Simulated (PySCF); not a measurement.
Isomers of C5H7F3, one conformer each; single-point electronic energies without zero-point terms and without any empirical dispersion term.

All values: PBE0/pcSseg-1 (PySCF, non-relativistic), each on one gas-phase PBE0-D3(BJ)/def2-SVP geometry that isn't relaxed in the solvent. The solvent is an IEF-PCM continuum (cavity from Bondi-type radii × 1.2). The model holds no explicit solvent molecules, cavitation or dispersion.

```tsv
isomer	relative energy, gas (kcal/mol)	dipole (D)
`F[C@@H]1CCCC1(F)F`	0.0	2.37
`FC(/C=C(/CF)C)F`	22.4	1.54
`FCC(F)(F)C1CC1`	22.5	1.73
`C/C(=C/C(F)F)CF`	23.2	4.15
```

Question: How do the relative energies look in tetrahydrofuran (ε = 7.426)?

Answer: 
```tsv
isomer	relative energy, solvent (kcal/mol)	E(solvent) − E(gas) (kcal/mol)	dipole in solvent (D)
`F[C@@H]1CCCC1(F)F`	0.0	-3.3	2.79
`FC(/C=C(/CF)C)F`	21.2	-4.5	1.96
`FCC(F)(F)C1CC1`	22.4	-3.4	2.06
`C/C(=C/C(F)F)CF`	21.7	-4.8	5.03
```

The lowest stays, but the order above it changes. Conformers: `[F:1][C@@H:2]1[CH2:3][CH2:4][CH2:5][C:6]1([F:7])[F:8]` with F1–C2–C3–C4 -73°, C2–C3–C4–C5 -28°, C3–C4–C5–C6 3°, C4–C5–C6–F7 147°; `[CH3:1]/[C:2](=[CH:3]\[CH:4]([F:5])[F:6])[CH2:7][F:8]` with C2–C3–C4–F5 -61°, C1–C2–C7–F8 180°; `[F:1][CH2:2][C:3]([F:4])([F:5])[CH:6]1[CH2:7][CH2:8]1` with F1–C2–C3–F4 -175°, C2–C3–C6–C7 -157°; `[CH3:1]/[C:2](=[CH:3]/[CH:4]([F:5])[F:6])[CH2:7][F:8]` with C2–C3–C4–F5 -141°, C1–C2–C7–F8 175°. `C/C(=C/C(F)F)CF` gains most from the continuum, and it has the largest gas-phase dipole. The gains span 1.5 kcal/mol, the gas-phase energies 23.2 kcal/mol.
